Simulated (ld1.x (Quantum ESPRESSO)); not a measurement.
antimony: TM pseudisation with LDA (PZ), scalar-relativistic reference atom.

| Quantity | Value |
| --- | --- |
| Element | antimony (Sb) |
| Generator | ld1.x (Quantum ESPRESSO) 7.5 |
| Type | norm-conserving Troullier–Martins (Kleinman–Bylander form) |
| Functional | LDA (PZ) |
| Relativity | scalar-relativistic |
| Frozen core | [Ar] 3d10 4s2 |
| Valence charge | 21 |
| Reference configuration | 4p6 4d10 5s2 5p1 (charge +2) |
| Partial waves | 4p (bound): rc 1.50 bohr; 4d (bound): rc 1.00 bohr; 5s (bound): rc 1.85 bohr |
| Local potential | the s channel |
| Core correction | a·sin(br)/r model core, default radius (core density twice the valence density) |

Occupied shells without a wave of their own: 5p. They enter only through the test configuration that unscreens the potential, and ld1.x also counts them in the model core charge.

All-electron outer shells of the reference configuration (LDA (PZ), scalar-relativistic, ld1.x):

```tsv
shell	level (eV)	outermost node (bohr)	outermost maximum (bohr)
4s	-167.03	0.39	0.72
4p	-120.13	0.39	0.76
4d	-51.98	0.38	0.84
5s	-29.82	0.95	1.83
5p	-20.41	1.03	2.16
```

Does the generator finish with these settings?

Yes, a potential is produced.

Estimate the cutoffs (Ry, on a coarse ladder) from which the occupation-weighted sum of valence levels, in a spherical-Bessel basis at the reference potential, stays within 10 and 1 mRy of its value at 400 Ry.

110 Ry and 140 Ry.

Does the potential have ghost states?

No extra level below or beside the all-electron valence levels (p, d, s, f tested).

Which valence shell sets the plane-wave cutoff?

4d: its level needs 110 Ry to come within 1 mRy, against 70 Ry for 4p.

Its largest configuration-test error is -9852 meV (4p6 4d10 5s0 5p5), which is poor. 1 of 9 tests not solved or not reliable. Not counted: 4p6 4d10 5s1 5p3 (solver errors, printed error -5.3 eV).

ld1.x takes every shell without a wave as core, so the model core holds the 5p electrons as well and exchange and correlation see them twice. This cancels in the reference configuration, but the file is broken for other ones, and its errors say nothing about a proper core correction.
